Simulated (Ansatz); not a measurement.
CH9ClO2Si3, singlet, geometry from GFN2-xTB, atoms displaced at random by about 0.03 Å a coordinate; B3LYP/STO-3G, gradient in Ansatz (an electronic-structure program).

The Ansatz input:
Ansatz 0.2 input:
```yaml
crystal:
  periodic: [false, false, false]
  atoms:
    - {symbol: Si, position_ang: [1.06715158, -1.29002019, -0.06583624]}
    - {symbol: Cl, position_ang: [3.00511122, -1.58688136, -0.63107078]}
    - {symbol: O, position_ang: [0.94409172, 0.24312342, 0.39974858]}
    - {symbol: Si, position_ang: [0.27317466, 1.67088739, 0.51627127]}
    - {symbol: O, position_ang: [-1.30529177, 1.58614433, 0.09559884]}
    - {symbol: Si, position_ang: [-2.69405250, 0.71917128, -0.41381540]}
    - {symbol: C, position_ang: [-2.88583226, -0.71381469, 0.73086607]}
    - {symbol: H, position_ang: [0.84702575, -2.15818669, 1.04417183]}
    - {symbol: H, position_ang: [0.13023561, -1.52657916, -1.28015403]}
    - {symbol: H, position_ang: [0.25994394, 1.94366110, 1.93186294]}
    - {symbol: H, position_ang: [0.89247156, 2.61000463, -0.38022463]}
    - {symbol: H, position_ang: [-2.48703802, 0.36600625, -1.72941052]}
    - {symbol: H, position_ang: [-3.74421100, 1.75712833, -0.25699982]}
    - {symbol: H, position_ang: [-3.87359620, -1.31049980, 0.51373306]}
    - {symbol: H, position_ang: [-2.95913007, -0.45129695, 1.82679324]}
    - {symbol: H, position_ang: [-2.09580028, -1.38998799, 0.69467112]}
basis:
  gaussian:
    orbitals: STO-3G
hamiltonian:
  xc: b3lyp
output: {forces: true}
```

Question: What does Ansatz print? Leave out banner, timings and long lists.

Answer: 
```
Functional definition: B3LYP
728 factors; integrals over basis functions are off by at most 3.5e-5 eV
mean field evaluation 1: about -40950.7914 eV, gradient 4.1e1 eV
mean field evaluation 2: about -40950.5681 eV, gradient 4.5e1 eV
mean field evaluation 4: about -40956.2495 eV, gradient 1.2e0 eV
mean field evaluation 8: about -40956.2068 eV, gradient 1.8e-2 eV
mean field -40956.20676218 eV, -1505.1128373961 hartree, gradient 2.6e-5 eV, S^2 0.000000; 0 other end points of the search recorded, 0 dependent functions left out
the calculation of the forces begins
reference -40956.20701570 eV, -1505.1128467127 hartree; 45, 45 occupied and 15, 15 virtual orbitals, 728 factors
Total energy: -40956.20701570 eV, -1505.1128467127 hartree
Atom 0 at     1.067152    -1.290020    -0.065836 Å, force    -2.621598     0.926751    -1.432593 eV/Å
Atom 1 at     3.005111    -1.586881    -0.631071 Å, force     1.823384    -0.466571    -0.697732 eV/Å
Atom 2 at     0.944092     0.243123     0.399749 Å, force     1.338608    -2.038468    -0.061906 eV/Å
Atom 3 at     0.273175     1.670887     0.516271 Å, force    -2.667411     0.537116    -0.081881 eV/Å
Atom 4 at    -1.305292     1.586144     0.095599 Å, force    -1.529297    -0.291650    -0.734346 eV/Å
Atom 5 at    -2.694053     0.719171    -0.413815 Å, force     2.189493     3.506334     2.963704 eV/Å
Atom 6 at    -2.885832    -0.713815     0.730866 Å, force    -4.655835    -0.495765     1.531645 eV/Å
Atom 7 at     0.847026    -2.158187     1.044172 Å, force    -0.264227    -0.577265     0.357803 eV/Å
Atom 8 at     0.130236    -1.526579    -1.280154 Å, force     1.220064    -0.040617     1.546721 eV/Å
Atom 9 at     0.259944     1.943661     1.931863 Å, force     0.448671     0.660081     0.297288 eV/Å
Atom 10 at     0.892472     2.610005    -0.380225 Å, force     0.467088     0.432727     0.076959 eV/Å
Atom 11 at    -2.487038     0.366006    -1.729411 Å, force    -0.086891    -0.829985    -2.055336 eV/Å
Atom 12 at    -3.744211     1.757128    -0.257000 Å, force     0.194461    -0.938836    -0.283572 eV/Å
Atom 13 at    -3.873596    -1.310500     0.513733 Å, force     2.159405     1.158672     0.332449 eV/Å
Atom 14 at    -2.959130    -0.451297     1.826793 Å, force    -0.022707     0.269651    -1.236732 eV/Å
Atom 15 at    -2.095800    -1.389988     0.694671 Å, force     2.006793    -1.812175    -0.522471 eV/Å
Dipole moment:    -0.670611     0.022658     0.082342 e Å
```
